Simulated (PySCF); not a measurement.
A structure optimised at ωB97X-D3(BJ)/def2-TZVP, used in a PySCF frequency run:

```xyz
5

C     -1.5024     0.0068     0.0000
Se     0.4295     0.0007     0.0000
H     -1.8869     0.4872     0.8980
H     -1.8869     0.4872    -0.8980
H     -1.8160    -1.0404     0.0000
```
Charge 0, spin multiplicity 2.

Problem. Write its SMILES, formula and point group.

Solution. C[Se], CH₃Se, Cs

Problem. What are its rotational constants (standard atomic weights)?

Solution. 158.14, 9.6010, 9.5909 GHz
